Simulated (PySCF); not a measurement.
How methods differ on the fine-structure interval of O(3+)

O(3+) [He] 2s2 2p1 [2p1/2^1, M_J = 1/2] → O(3+) [He] 2s2 2p1 [2p3/2^1, M_J = 3/2], as a difference of total energies. Computed with PySCF 2.14 in an uncontracted even-tempered set (18 s from 0.21 bohr⁻², ratio 2.4; 11 p from 0.27 bohr⁻², ratio 2.4; 5 d from 1.4 bohr⁻², ratio 2.6; 5 f from 2.1 bohr⁻², ratio 2.6), with the two-component X2C-1e Hamiltonian. Correlated levels: nothing frozen; the 30 highest virtual spinors dropped. "Screened" scales the spin-orbit matrix elements by Boettger's factors to mimic the two-electron term; Breit and QED terms are absent.

```csv
method,fine-structure interval (cm⁻¹)
GHF (screened spin-orbit),1288.8
GMP2 (screened spin-orbit),375.24
GHF (bare spin-orbit),1425.7
```

GHF and GMP2 differ strongly here because the two determinants are spin-polarised to different degrees; the interval is a small difference of such terms.
